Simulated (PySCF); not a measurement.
Record of a relaxation.

Species: SiEt2(OMe)2, C₆H₁₆O₂Si.
Bonds: Si1–C2, Si1–C9, Si1–O16, Si1–O21, C2–C3, C9–C10, O16–C17, O21–C22. Hydrogens: H4, H5 on C2; H6, H7, H8 on C3; H11, H12 on C9; H13, H14, H15 on C10; H18, H19, H20 on C17; H23, H24, H25 on C22.

Computed by this run: PySCF 2.14.0, PBE0-D3(BJ)/def2-SVP geometry optimisation, gas phase; density fitting, grid level 1; the optimiser is geomeTRIC in internal coordinates, started from a GFN2-xTB structure with every atom displaced at random (about 0.03 Å). 5 of its 11 geometries are shown. The frame can shift and turn from step to step; on so coarse a grid that alone can change the energy by a few meV, and forces under 0.02 eV/Å are noise.

Step 0: E = -18431.0486 eV, largest atomic force 3.962 eV/Å
```
atom  x, y, z in Å  |  force x, y, z in eV/Å
Si1     0.020   -0.163    0.226   -1.932   3.406   0.602
C2     -0.114    0.404    2.040    1.646  -1.012  -0.462
C3      0.559    1.722    2.325    3.116  -0.653   0.730
H4      0.449   -0.370    2.635   -0.807   0.309  -0.083
H5     -1.144    0.484    2.338   -0.933  -0.404   0.272
H6      0.532    1.991    3.402   -0.181  -0.044  -0.238
H7      1.701    1.651    2.092   -1.631   0.104   0.310
H8      0.226    2.554    1.760   -0.822   1.039  -0.857
C9      1.710   -0.133   -0.463    0.072  -0.477  -2.229
C10     1.796   -0.839   -1.854   -2.418   0.742   1.080
H11     2.360   -0.670    0.194    0.790  -0.448   0.922
H12     2.107    0.874   -0.589   -0.013   0.444   0.320
H13     2.750   -0.826   -2.265    2.446  -0.258  -0.621
H14     1.385   -1.843   -1.795    0.108  -0.527   0.017
H15     1.192   -0.334   -2.621   -0.297   0.222   0.097
O16    -1.027    1.084   -0.432    0.934  -1.183  -0.326
C17    -1.349    1.252   -1.813   -0.883  -2.070   2.261
H18    -0.568    1.741   -2.314    1.395   0.872  -1.247
H19    -2.257    1.817   -1.846   -0.805   0.942  -0.189
H20    -1.625    0.282   -2.280    0.445   0.131  -0.143
O21    -0.624   -1.611   -0.090    1.568  -0.976  -0.873
C22    -1.799   -2.211    0.261   -0.244   3.076  -0.123
H23    -1.851   -2.292    1.300   -0.195  -0.883   2.317
H24    -1.951   -3.088   -0.257   -0.289  -2.576  -1.204
H25    -2.586   -1.512    0.017   -1.069   0.224  -0.333
```

Step 2: E = -18432.0211 eV, largest atomic force 0.433 eV/Å
```
atom  x, y, z in Å  |  force x, y, z in eV/Å
Si1    -0.029   -0.081    0.235   -0.058   0.365   0.166
C2     -0.052    0.357    2.052    0.108  -0.011  -0.075
C3      0.611    1.703    2.340   -0.140   0.076   0.038
H4      0.452   -0.446    2.616   -0.038  -0.046   0.027
H5     -1.105    0.366    2.383    0.017  -0.009   0.017
H6      0.559    1.967    3.409   -0.027   0.015  -0.005
H7      1.675    1.700    2.066    0.095  -0.013  -0.052
H8      0.127    2.513    1.768    0.027  -0.046   0.054
C9      1.682   -0.103   -0.520    0.013  -0.194  -0.124
C10     1.766   -0.778   -1.893    0.089   0.097   0.042
H11     2.349   -0.629    0.190   -0.041   0.066  -0.006
H12     2.053    0.935   -0.571   -0.002   0.021   0.022
H13     2.802   -0.792   -2.274   -0.099  -0.032   0.020
H14     1.399   -1.814   -1.844    0.020   0.004   0.001
H15     1.150   -0.254   -2.641    0.030  -0.011   0.003
O16    -1.012    1.090   -0.448    0.019  -0.061  -0.096
C17    -1.285    1.195   -1.817   -0.044   0.089   0.022
H18    -0.453    1.675   -2.368   -0.045  -0.018   0.028
H19    -2.184    1.820   -1.957    0.057  -0.027  -0.007
H20    -1.481    0.213   -2.284    0.005  -0.005  -0.001
O21    -0.653   -1.582   -0.081    0.009  -0.421  -0.103
C22    -1.865   -2.148    0.321   -0.022   0.132   0.049
H23    -1.898   -2.317    1.416   -0.006  -0.001  -0.097
H24    -1.992   -3.124   -0.179    0.016   0.093   0.051
H25    -2.725   -1.506    0.050    0.016  -0.060   0.027
```

Step 5: E = -18432.0392 eV, largest atomic force 0.052 eV/Å
```
atom  x, y, z in Å  |  force x, y, z in eV/Å
Si1    -0.021   -0.090    0.213    0.018  -0.031  -0.028
C2     -0.033    0.324    2.034   -0.025   0.006   0.014
C3      0.580    1.684    2.363    0.014  -0.011  -0.004
H4      0.487   -0.486    2.576    0.011   0.006  -0.005
H5     -1.082    0.291    2.375    0.000  -0.003  -0.004
H6      0.521    1.913    3.438    0.006  -0.002   0.001
H7      1.644    1.730    2.077   -0.010   0.001   0.005
H8      0.061    2.490    1.822   -0.006   0.009  -0.006
C9      1.691   -0.099   -0.542   -0.002   0.031   0.026
C10     1.815   -0.777   -1.904   -0.018  -0.020  -0.012
H11     2.350   -0.598    0.190    0.011  -0.008  -0.003
H12     2.043    0.947   -0.589   -0.004  -0.004  -0.005
H13     2.856   -0.793   -2.260    0.018   0.003   0.000
H14     1.457   -1.817   -1.859   -0.007   0.003   0.000
H15     1.217   -0.264   -2.673    0.001   0.004   0.001
O16    -1.030    1.051   -0.474   -0.022   0.000   0.014
C17    -1.312    1.176   -1.837    0.012  -0.009  -0.004
H18    -0.495    1.685   -2.380    0.007   0.002  -0.004
H19    -2.224    1.781   -1.963   -0.007   0.004   0.000
H20    -1.485    0.198   -2.322   -0.002   0.000   0.000
O21    -0.625   -1.620   -0.086    0.044   0.025   0.013
C22    -1.867   -2.083    0.353   -0.044   0.004  -0.003
H23    -1.902   -2.201    1.452    0.004  -0.004   0.015
H24    -2.063   -3.069   -0.095    0.000  -0.015  -0.010
H25    -2.692   -1.408    0.061    0.001   0.008   0.000
```

Step 8: E = -18432.0403 eV, largest atomic force 0.037 eV/Å
```
atom  x, y, z in Å  |  force x, y, z in eV/Å
Si1    -0.015   -0.099    0.222   -0.013   0.018   0.003
C2     -0.026    0.324    2.041    0.017  -0.005  -0.009
C3      0.565    1.697    2.358   -0.008   0.011   0.002
H4      0.518   -0.471    2.580   -0.006  -0.001   0.005
H5     -1.072    0.270    2.392    0.000  -0.001   0.002
H6      0.520    1.926    3.434   -0.003   0.001  -0.001
H7      1.622    1.763    2.056    0.004   0.000  -0.005
H8      0.022    2.492    1.824    0.002  -0.006   0.005
C9      1.694   -0.095   -0.539    0.004  -0.023  -0.021
C10     1.810   -0.776   -1.902    0.009   0.015   0.008
H11     2.364   -0.590    0.187   -0.005   0.006   0.002
H12     2.040    0.953   -0.592    0.000   0.004   0.004
H13     2.852   -0.797   -2.259   -0.009  -0.006   0.002
H14     1.444   -1.812   -1.855    0.003  -0.002  -0.001
H15     1.215   -0.258   -2.670    0.003  -0.001  -0.001
O16    -1.040    1.028   -0.467    0.003  -0.006  -0.007
C17    -1.304    1.155   -1.833   -0.002   0.007   0.006
H18    -0.483    1.672   -2.364   -0.003  -0.003   0.001
H19    -2.218    1.755   -1.969    0.006  -0.001  -0.001
H20    -1.464    0.178   -2.325    0.000   0.000  -0.001
O21    -0.609   -1.634   -0.068   -0.027  -0.010   0.023
C22    -1.871   -2.077    0.346    0.029  -0.002  -0.015
H23    -1.923   -2.210    1.443    0.000  -0.002  -0.009
H24    -2.078   -3.053   -0.121   -0.003   0.010   0.003
H25    -2.674   -1.378    0.051    0.000  -0.003   0.004
```

Step 10: E = -18432.0407 eV, largest atomic force under 0.02 eV/Å
```
atom  x, y, z in Å  |  force x, y, z in eV/Å
Si1    -0.015   -0.103    0.229    0.003   0.007   0.000
C2     -0.020    0.330    2.046    0.010   0.006  -0.007
C3      0.549    1.716    2.348   -0.009  -0.002   0.004
H4      0.543   -0.452    2.585   -0.002  -0.001   0.002
H5     -1.061    0.260    2.406   -0.001  -0.001   0.001
H6      0.515    1.949    3.424    0.000   0.000   0.000
H7      1.601    1.801    2.030    0.002   0.001   0.001
H8     -0.017    2.497    1.819    0.003  -0.001  -0.001
C9      1.693   -0.097   -0.536   -0.011  -0.004  -0.005
C10     1.811   -0.782   -1.897    0.012   0.001   0.005
H11     2.364   -0.587    0.192   -0.002   0.002   0.004
H12     2.036    0.952   -0.592    0.003   0.000   0.000
H13     2.855   -0.814   -2.248   -0.004   0.001   0.000
H14     1.437   -1.815   -1.849   -0.001   0.000  -0.001
H15     1.225   -0.261   -2.669   -0.003  -0.001  -0.001
O16    -1.046    1.016   -0.462    0.007  -0.006  -0.001
C17    -1.297    1.150   -1.831    0.000   0.010  -0.008
H18    -0.468    1.663   -2.352   -0.002  -0.003   0.004
H19    -2.206    1.757   -1.973    0.001  -0.002   0.001
H20    -1.459    0.176   -2.327   -0.002  -0.001   0.001
O21    -0.602   -1.642   -0.052   -0.014  -0.006   0.002
C22    -1.870   -2.084    0.341    0.018  -0.004   0.001
H23    -1.927   -2.259    1.431   -0.001   0.000  -0.003
H24    -2.088   -3.039   -0.163   -0.002   0.005   0.000
H25    -2.664   -1.365    0.071   -0.004   0.001   0.002
```

Problem. Summarise the path.

Solution. The energy falls by 0.9921 eV from step 0 to step 10; nine tenths of that is first reached at step 1. It falls at every step. The largest force goes from 3.962 to under 0.02 eV/Å. Among the bonds Si1–O16 changes most, from 1.756 to 1.672 Å; the atoms move by 0.137 Å rms after alignment.

What follows is the cost of the whole optimisation. The run took 1.7 min wall, 4.4 min CPU on Intel Xeon 6975P-C, 2 threads, shared host, and the process peaked at 1.1 GiB of memory.
